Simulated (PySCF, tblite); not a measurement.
A database entry of computed molecular properties. Lists by class give the value and the number of equivalent atoms.

```json
{
 "formula": "C5H5OP",
 "smiles": "C=Pc1ccoc1",
 "inchi": "InChI=1S/C5H5OP/c1-7-5-2-3-6-4-5/h2-4H,1H2",
 "charge": 0,
 "multiplicity": 1,
 "geometry_level": "GFN2-xTB",
 "atoms_angstrom": [
  ["C", 2.599, 0.08, 0.477],
  ["P", 1.449, 0.856, 1.399],
  ["C", -0.084, 0.227, 0.665],
  ["C", -1.322, 0.933, 0.6],
  ["C", -2.209, 0.084, 0.022],
  ["O", -1.625, -1.094, -0.262],
  ["C", -0.347, -1.005, 0.129],
  ["H", 3.642, 0.247, 0.688],
  ["H", 2.375, -0.583, -0.342],
  ["H", -1.501, 1.935, 0.932],
  ["H", -3.245, 0.19, -0.232],
  ["H", 0.27, -1.872, 0.003]
 ],
 "electronic_structure_code": "PySCF",
 "results": {
  "GFN2-xTB geometry": {
   "point_group": "C1",
   "rotational_constants_GHz": [6.38, 1.489, 1.24]
  },
  "CAM-B3LYP/def2-SVPD ground state and vertical TDDFT (core frozen in the response)": {
   "dipole_D": 0.7,
   "homo_eV": -7.94,
   "lumo_eV": -0.66,
   "S1_eV": 4.47,
   "strongest_line_of_8_singlets_eV": 5.52,
   "T1_tda_eV": 2.64,
   "polarisability_au": 83.7,
   "r2_bohr2_about_centre_of_nuclear_charge": 911.8,
   "singlets_eV_and_f": [
    [4.47, 0.067],
    [4.9, 0.017],
    [5.52, 0.122],
    [6.14, 0.111],
    [6.48, 0.03],
    [6.59, 0.048],
    [6.68, 0.045],
    [6.98, 0.028]
   ],
   "triplets_tda_eV": [2.64, 3.72, 3.92]
  },
  "PBE0/pcSseg-1 ground state and GIAO shieldings, non-relativistic": {
   "shift_vs_computed_TMS_C_by_class_ppm": [
    [176.8, 1],
    [148.8, 1],
    [145.5, 1],
    [137.1, 1],
    [121.2, 1]
   ],
   "shift_vs_computed_TMS_H_by_class_ppm": [
    [8.41, 1],
    [8.04, 1],
    [7.77, 1],
    [7.58, 1],
    [6.91, 1]
   ],
   "shielding_other_nuclei_by_class_ppm": [
    ["O", 25.4, 1],
    ["P", 38.9, 1]
   ],
   "charges_hirshfeld_e_by_atom": [-0.16, 0.11, -0.1, -0.09, 0.01, -0.06, 0.01, 0.04, 0.04, 0.06, 0.07, 0.06]
  },
  "GFN2-xTB harmonic vibrations, gas phase": {
   "strongest_ir_bands_cm-1_km_per_mol_modes": [
    [460.9, 17.4, 1],
    [756.1, 19.1, 1],
    [850.4, 17.7, 1],
    [1035.5, 45.8, 1],
    [1214.5, 32.8, 1],
    [1452.1, 114.8, 1]
   ],
   "zpe_kcal_per_mol": 52.9
  }
 }
}
```

The dipole matches unit charges of opposite sign 0.15 Å apart (1 e·Å = 4.8032 D). No computed singlet falls in the visible range (750 to 380 nm, 1.65 to 3.26 eV); S1 lies 1.21 eV above its blue end. The vertical singlet–triplet gap S1 − T1 is 1.83 eV (TDDFT singlet less Tamm–Dancoff triplet; S1: HOMO→LUMO, weight 0.81; T1: HOMO→LUMO, weight 0.62). The zero-point energy, half the sum of the 30 harmonic wavenumbers, equals 18490 cm⁻¹ or 221 kJ/mol. S1 lies 2.81 eV below the HOMO–LUMO gap; its leading configuration is HOMO→LUMO, weight 0.81.

Conformer computed: `[CH2:1]=[P:2][c:3]1[cH:4][cH:5][o:6][cH:7]1`: C1–P2–C3–C4 -150°.

One conformer stands for the species.
